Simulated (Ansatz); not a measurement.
System: dimethyl(methylsulfanyl)borane, C3H9BS, charge 0, multiplicity 1. 
Geometry from a B3LYP-D3(BJ)/def2-TZVP (Ansatz, a first-principles code) optimisation:
```xyz
14

C      1.8124     0.6402    -0.8746
S      0.9797    -0.2174     0.5017
B     -0.7730    -0.1361     0.1361
C     -1.7281    -0.8125     1.1835
C     -1.3237     0.5703    -1.1564
H      1.4941     1.6789    -0.9317
H      2.8818     0.6054    -0.6772
H      1.6081     0.1423    -1.8201
H     -2.4438    -0.0732     1.5602
H     -1.2299    -1.2701     2.0390
H     -2.3319    -1.5812     0.6883
H     -1.0259     1.6232    -1.1924
H     -2.4121     0.5295    -1.2255
H     -0.9140     0.1156    -2.0640
```

Dipole moments at this geometry, in debye (magnitudes).

```json
[
 {"level": "SVWN5/def2-TZVPD", "program": "Ansatz", "dipole (D)": "1.48"},
 {"level": "BLYP/def2-TZVPD", "program": "Ansatz", "dipole (D)": "1.41"},
 {"level": "revPBE/def2-TZVPD", "program": "Ansatz", "dipole (D)": "1.44"},
 {"level": "r2SCAN/def2-TZVPD", "program": "Ansatz", "dipole (D)": "1.51"},
 {"level": "B97M-V/def2-TZVPD", "program": "Ansatz", "dipole (D)": "1.47"},
 {"level": "B3LYP/def2-TZVPD", "program": "Ansatz", "dipole (D)": "1.46"},
 {"level": "PBE0/def2-TZVPD", "program": "Ansatz", "dipole (D)": "1.50"},
 {"level": "BHLYP/def2-TZVPD", "program": "Ansatz", "dipole (D)": "1.51"},
 {"level": "r2SCANh/def2-TZVPD", "program": "Ansatz", "dipole (D)": "1.52"},
 {"level": "r2SCAN0/def2-TZVPD", "program": "Ansatz", "dipole (D)": "1.53"},
 {"level": "HSE06/def2-TZVPD", "program": "Ansatz", "dipole (D)": "1.49"},
 {"level": "wB97M-V/def2-TZVPD", "program": "Ansatz", "dipole (D)": "1.46"},
 {"level": "wB97X-V/def2-TZVPD", "program": "Ansatz", "dipole (D)": "1.53"},
 {"level": "CCSD(T)/aug-cc-pV(D+d)Z", "program": "Ansatz", "dipole (D)": "[?]"}
]
```

**Question.** Fill in the missing entries.

**Answer.** 
- CCSD(T)/aug-cc-pV(D+d)Z, dipole (D): 1.46
